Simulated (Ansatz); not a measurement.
`B[SiH]1BS1` and `B1[SiH2]S1` differ in one atom or group.

Ansatz, PBE0-D4/def2-TZVP geometries, multiplicity 1. 

```tsv
property	`B[SiH]1BS1`
LUMO energy (PBE/def2-TZVPP) / eV	-3.61
HOMO–LUMO gap (ωB97M-V/def2-TZVPP) / eV	8.29
size of the dipole moment (ωB97M-V/def2-TZVPP) / D	0.77
ideal-gas entropy at 298 K and 1 bar (rigid rotor, harmonic PBE0-D4/def2-TZVP) / J/(mol·K)	318
HOMO energy (ωB97M-V/def2-TZVPP) / eV	-9.14
HOMO energy (PBE/def2-TZVPP) / eV	-6.28
```

Give the same properties after the change, and the shifts. (Estimate.)

Ansatz gave: 
```tsv
property	`B1[SiH2]S1`	shift
LUMO energy (PBE/def2-TZVPP) / eV	-2.76	0.85
HOMO–LUMO gap (ωB97M-V/def2-TZVPP) / eV	9.55	1.26
size of the dipole moment (ωB97M-V/def2-TZVPP) / D	0.92	0.15
ideal-gas entropy at 298 K and 1 bar (rigid rotor, harmonic PBE0-D4/def2-TZVP) / J/(mol·K)	277	-41
HOMO energy (ωB97M-V/def2-TZVPP) / eV	-9.34	-0.20
HOMO energy (PBE/def2-TZVPP) / eV	-6.25	0.03
```

With PBE0 the HOMO falls by 0.11 eV and the LUMO rises by 0.93 eV, so the gap widens by about 1.04 eV. PBE moves the HOMO by 0.03 eV and ωB97M-V by -0.20 eV. The zero-point energy changes by -32.5 kJ/mol with -6 modes. Dipoles are sizes alone; their direction can turn.
